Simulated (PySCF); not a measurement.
PySCF input file for Si(H)(OH)2(SH) (H₄O₂SSi), SMILES O[SiH](O)S, B3LYP/pcSseg-1. Geometry: TPSSh-D3(BJ)/def2-SVP. The values are those of a single conformer.

```python
import numpy as np
from pyscf import gto, scf, dft
from pyscf.prop.nmr import rks as nmr

mol = gto.M(
    atom='''
    Si   -0.54687749   -0.01620133   -0.23235423
    O    -0.30653860   -1.02328894   -1.52130841
    O    -1.09265926   -0.93101517    1.04193917
    S     1.24008570    0.95509728    0.48756603
    H    -1.50541748    0.99147139   -0.72891449
    H     0.31426610   -1.75373774   -1.38418415
    H    -1.08001720   -0.51824047    1.91686168
    H     1.27966499    1.86020167   -0.51690628
    ''',
    basis='pcSseg-1',
    charge=0,
    spin=0,
    max_memory=1600,
    verbose=3,
)
mf = dft.RKS(mol, xc='b3lyp')
mf.grids.level = 3
mf.conv_tol = 1e-10
mf.max_cycle = 100
mf.kernel()
n = nmr.NMR(mf)
n.verbose = 2
n.max_cycle_cphf = 60
sigma = n.kernel()
print('atom   isotropic/ppm   span/ppm')
for i, s in enumerate(sigma):
    w = np.linalg.eigvalsh((s + s.T) / 2)
    print(f'{mol.atom_symbol(i):2s}{i + 1:3d} {w.mean():14.3f} {w[2] - w[0]:11.3f}')
```

It prints:

```
converged SCF energy = -840.661531584233
atom   isotropic/ppm   span/ppm
Si  1        357.325      77.680
O   2        252.804      68.815
O   3        264.774      65.544
S   4        643.739     197.952
H   5         26.259       9.711
H   6         29.099      17.974
H   7         29.739      19.371
H   8         30.814      16.977
```

Self-consistency was reached.
